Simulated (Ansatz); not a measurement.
Calculated with Ansatz (gas phase, PBE0-D4/def2-TZVP geometries, no zero-point term in ΔE). CCSD(T)/CBS is the MP2 limit (def2-TZVPP, def2-QZVPP) plus CCSD(T) − MP2 in def2-TZVPP, frozen cores. This one scheme is used for every species. Functionals use def2-TZVPP. B3LYP here is the variant with VWN-RPA as its local correlation; programs differ in this. For Ge outer-core shells are correlated without core-valence functions, which leaves a few kJ/mol of doubt a bond. Scalar relativity is left out up to krypton. Each species was taken in one conformer, which may not be the lowest.

Reaction (ligand exchange at a Ge–N bond): `C[NH][GeH2][SiH3]` + HCl → `[SiH3][GeH2][Cl]` + CH₃NH₂

```csv
level,ΔE (kJ/mol),difference from CCSD(T)/CBS
PBE-D4,-76.3,-2.5
r2SCAN-D4,-79.0,-5.2
PBE0-D4,-79.7,-5.9
B3LYP-D4,-78.8,-5.0
ωB97X-V,-78.9,-5.1
ωB97M-V,-79.7,-5.9
B2PLYP,-80.1,-6.3
PBE,-80.3,-6.5
r2SCAN,-80.5,-6.7
PBE0,-83.4,-9.6
B3LYP,-85.0,-11.2
HF/def2-TZVPP,-94.2,-20.4
MP2/def2-TZVPP,-71.8,2.0
SCS-MP2/def2-TZVPP,-73.7,0.1
CCSD/def2-TZVPP,-73.3,0.5
CCSD(T)/def2-TZVPP,-70.6,3.2
HF/def2-QZVPP,-94.6,-20.8
MP2/def2-QZVPP,-73.8,0.0
SCS-MP2/def2-QZVPP,-75.9,-2.1
HF/CBS(def2),-94.7,-20.9
MP2/CBS(def2),-75.0,-1.2
CCSD/CBS(def2),-76.5,-2.7
CCSD(T)/CBS,-73.8,0
```

Largest T1 diagnostic among the species: 0.012.

From PBE to PBE0 (25 % exact exchange), in def2-TZVPP and without D4, ΔE moves by −3.1 kJ/mol. The D4 term adds +6.2 kJ/mol with B3LYP and +3.7 kJ/mol with PBE0; it sums over pairs of atoms, weighted by their polarisabilities, and B3LYP, whose exchange is more repulsive, gets the larger term.
